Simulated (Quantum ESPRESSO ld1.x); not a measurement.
Results of a calculation; reference values are marked as such.
These are the eigenvalues of the occupied orbitals of an atom or ion with whole-number occupations (Ry). Code: ld1.x of Quantum ESPRESSO 7.5. Model: Dirac Kohn-Sham, relativistic LDA (MacDonald-Vosko exchange, VWN5 correlation), spin-unpolarised, spherical densities, point nucleus.

| orbital | eigenvalue |
|---|---|
| 1s1/2 | -2952.24 |
| 2s1/2 | -484.058 |
| 2p1/2 | -458.315 |
| 2p3/2 | -425.822 |
| 3s1/2 | -114.388 |
| 3p1/2 | -103.385 |
| 3p3/2 | -96.9898 |
| 3d3/2 | -77.5908 |
| 3d5/2 | -76.2101 |
| 4s1/2 | -33.0080 |
| 4p1/2 | -28.8760 |
| 4p3/2 | -27.4498 |
| 4d3/2 | -20.5837 |
| 4d5/2 | -20.3240 |
| 5s1/2 | -13.6173 |

Which element is it, and in what charge state? The configuration may be excited. Open shells, if any, are shared by 2j + 1.

Answer. Z = 58, cerium, charge +11: Ce11+ in [Kr] 4d10 5s1. The list shows which subshells hold electrons but not how many an open one holds; the 1s level, -1476.1 hartree, gives Z - s = 54.3 by -(Z - s)^2/2, which with screening and relativity narrows Z to a few neighbours, and the depths of the outer levels then fix element, charge and occupations together.
